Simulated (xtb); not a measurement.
C4H7ClSi, SMILES C[SiH2]C=C=CCl. All values are semi-empirical tight-binding results from xtb (GFN2-xTB unless named), good for trends rather than for accurate numbers. Coordinates come from a GFN2-xTB optimisation. The structure was generated by enumeration; whether it is a known compound was not checked. The values are those of a single conformer.

Optimised geometry:

Bond lengths (Å): C1–Si2 1.899, C1–H7 1.086, C1–H8 1.087, C1–H9 1.087, Si2–C3 1.899, Si2–H10 1.465, Si2–H11 1.469, C3–C4 1.294, C3–H12 1.082, C4–C5 1.296, C5–Cl6 1.748, C5–H13 1.077. Bond angles (°): Si2–C1–H7 111.2, Si2–C1–H8 110.9, Si2–C1–H9 111.6, H7–C1–H8 107.7, H7–C1–H9 107.6, H8–C1–H9 107.5, C1–Si2–C3 107.9, C1–Si2–H10 110.9, C1–Si2–H11 110.6, C3–Si2–H10 109.6, C3–Si2–H11 107.0, H10–Si2–H11 110.8, Si2–C3–C4 123.4, Si2–C3–H12 117.5, C4–C3–H12 119.1, C3–C4–C5 175.8, C4–C5–Cl6 121.7, C4–C5–H13 124.9, Cl6–C5–H13 113.4.
Charge 0, spin multiplicity 1.

Computed properties:
```yaml
orbital_gap: 3.72 eV
dipole_moment: 2.23 D
zero_point_energy: 55.8 kcal/mol
G − E(el) at 298.15 K (modified RRHO): 34.0 kcal/mol
static polarisability (D4 model): 87.9 bohr³
solvation energy, GFN2-xTB/ALPB(water): -1.9 kcal/mol
solvation energy, GFN2-xTB/ALPB(methanol): -6.1 kcal/mol
```

Computed atomic charges and the Wiberg bond orders between heavy atoms:
charges (e) C1 -0.20, Si2 0.46, C3 -0.13, C4 -0.02, C5 0.02, Cl6 -0.19, H7 0.03, H8 0.04, H9 0.04, H10 -0.08, H11 -0.09, H12 0.06, H13 0.07. Bond orders C1–Si2 0.92, Si2–C3 0.84, C3–C4 1.98, C4–C5 1.88, C5–Cl6 0.93.
